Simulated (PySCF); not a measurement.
Cd(F)(OMe) (CH₃CdFO), SMILES [Cd]([O]C)[F].

Geometry: PBE0-D3(BJ)/def2-SVP. The def2 effective core potentials stand for the cores of Cd; spin–orbit coupling is left out. One conformer was computed; it need not be the lowest.

All values below come from HF/def2-TZVPD (PySCF).

Symmetry labels are those of the subgroup Cs that the program uses (full group Cs).

Computed valence orbital energies around the gap with their symmetry:
| orbital | symmetry | energy (eV) |
|---|---|---|
| HOMO−7 | A' | -16.36 |
| HOMO−6 | A" | -16.32 |
| HOMO−5 | A' | -15.58 |
| HOMO−4 | A" | -15.08 |
| HOMO−3 | A' | -15.02 |
| HOMO−2 | A' | -14.92 |
| HOMO−1 | A' | -11.39 |
| HOMO | A" | -11.35 |
| LUMO | A' | 0.78 |
| LUMO+1 | A' | 1.73 |
| LUMO+2 | A" | 1.81 |
| LUMO+3 | A' | 2.37 |
